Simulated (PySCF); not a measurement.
```xyz
4
charge 0 multiplicity 1, angstrom
Zr   -0.2880    0.0703    0.0000
N     0.0005   -1.6097    0.0000
O     1.4720    0.9834    0.0000
H     2.3022    0.5048    0.0000
```

These are results of PySCF, PBE0, basis Zr def2-TZVP with ECP28, N def2-TZVP, O def2-TZVP, H def2-TZVP (scalar-relativistic core potentials, no spin–orbit coupling, density fitting), not measurements.

This geometry of ZrN(OH) is a stationary point at this level.

(1) What is the point group?

(2) Is it a minimum?

(3) What are the dipole moment and the gap between the highest occupied and lowest empty levels?

(4) Give the ideal-gas entropy at 298.15 K and 1 bar by parts.

Answers

(1) Cs.

(2) Yes: all harmonic wavenumbers are real.

(3) 5.84 D and 3.27 eV.

(4) translation 168.7, rotation 99.2, vibration 13.6, spin 0.0; total 281.5 J/(mol K).

Only a few start shapes were tried, so a lower isomer may exist.
